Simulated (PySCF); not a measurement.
Ge(H)2(OEt)(NH2) (C₂H₉GeNO), SMILES C([O][GeH2][NH2])C. Atoms are numbered in the order given.

```xyz
14

Ge     1.0012    -0.3014    -0.0527
N      1.3420     1.4459     0.4345
O     -0.7584    -0.6043     0.1849
C     -1.6872     0.2571    -0.4654
C     -3.0775    -0.0109     0.0888
H      1.3877    -0.4065    -1.5565
H      1.6372    -1.3941     0.8434
H      1.5159     1.6060     1.4314
H      2.0687     1.9145    -0.1152
H     -1.4091     1.3267    -0.3103
H     -1.6787     0.0810    -1.5706
H     -3.8321     0.6315    -0.4091
H     -3.1060     0.1926     1.1782
H     -3.3606    -1.0713    -0.0671
```

Coordinates come from a PBE-D3(BJ)/def2-SVP optimisation. One conformer was computed; it need not be the lowest.

These are TDA-PBE/def2-SVPD (PySCF 2.14.0) values and carry that method's errors.

Vertical excitations. Isolated molecule, no solvent.

Computed excitation energies, oscillator strengths and character:
```
state  energy (eV)  λ (nm)      f                                                main pairs
-----  -----------  ------  -----  --------------------------------------------------------
S1            5.66     219  0.009                                            HOMO→LUMO 97 %
S2            5.90     210  0.026                                          HOMO−1→LUMO 92 %
S3            6.02     206  0.004                                          HOMO→LUMO+1 89 %
S4            6.14     202  0.017                                          HOMO→LUMO+2 80 %
S5            6.37     194  0.025                    HOMO−1→LUMO+1 68 %, HOMO−1→LUMO+2 26 %
S6            6.50     191  0.045  HOMO−1→LUMO+2 43 %, HOMO−2→LUMO 30 %, HOMO−1→LUMO+1 16 %
S7            6.55     189  0.025                      HOMO−2→LUMO 69 %, HOMO−1→LUMO+2 19 %
S8            6.62     187  0.008                                          HOMO→LUMO+3 98 %
S9            6.84     181  0.009                                        HOMO−1→LUMO+3 96 %
S10           6.99     177  0.025                    HOMO−2→LUMO+1 78 %, HOMO−2→LUMO+2 18 %
T1            5.44     228      0                          HOMO→LUMO 85 %, HOMO−1→LUMO 13 %
T2            5.59     222      0                          HOMO−1→LUMO 84 %, HOMO→LUMO 14 %
T3            5.75     216      0                                          HOMO→LUMO+1 97 %
T4            5.93     209      0                      HOMO−1→LUMO+1 59 %, HOMO→LUMO+2 35 %
```
Triplets are in the Tamm–Dancoff approximation.
